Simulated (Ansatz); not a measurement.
`C=NBC` + `N[SiH3]` → `CBN[SiH3]` + `C=N` at 298.15 K and 1 bar (ligand exchange at a B–N bond).

Calculated with Ansatz (gas phase, PBE0-D4/def2-TZVP geometries, no zero-point term in ΔE). CBS: MP2 limit from def2 TZ/QZ plus the TZ coupled-cluster correction, frozen cores. This one scheme is used for every species. One conformer a species, not always the lowest.

| species | CCSD(T)/CBS energy (Eh) | H − E (kJ/mol) | S (J/(mol·K)) |
| --- | --- | --- | --- |
| `C=NBC` | -159.21633 | 227.5 | 301.3 |
| `N[SiH3]` | -346.80422 | 145.7 | 264.3 |
| `CBN[SiH3]` | -411.50704 | 261.1 | 331.1 |
| `C=N` | -94.52360 | 115.3 | 227.0 |

H − E and S are ideal-gas, rigid-rotor, harmonic terms from PBE0-D4/def2-TZVP, for one conformer and one mirror image of each species. 1 Eh = 2625.50 kJ/mol, R = 8.31446 J/(mol·K).

**Question.** By hand: ΔE, ΔH, ΔS and ΔG.

**Answer.** ΔE = (-411.50704) + (-94.52360) − (-159.21633) − (-346.80422) = -0.01009 Eh = -26.5 kJ/mol. Δ(H − E) = 261.1 + 115.3 − 227.5 − 145.7 = 3.2, so ΔH = -23.3 kJ/mol. ΔS = 331.1 + 227.0 − 301.3 − 264.3 = -7.5 J/(mol·K). ΔG = -23.3 − 298.15 × (-7.5)/1000 = -21.1 kJ/mol.

**Question.** By hand: the equilibrium constant, and the temperature at which ΔG would vanish if ΔH and ΔS stayed fixed.

**Answer.** log₁₀ K = −ΔG/(RT ln 10) = 3.7. ΔG = 0 at ΔH/ΔS = 3107 K, far beyond where these terms or the molecules hold.

The number of gas molecules stays the same, so ΔS is small and ΔH decides. A doubt of 5 kJ/mol in ΔE shifts log₁₀ K by 0.9 here. Other conformers and mirror images would add mixing entropy, several J/(mol·K) or more a flexible species. These are equilibria of isolated gas molecules and say nothing of rates. Largest T1 diagnostic: 0.014 (customary marks: 0.02 for closed shells, 0.045 for open ones).
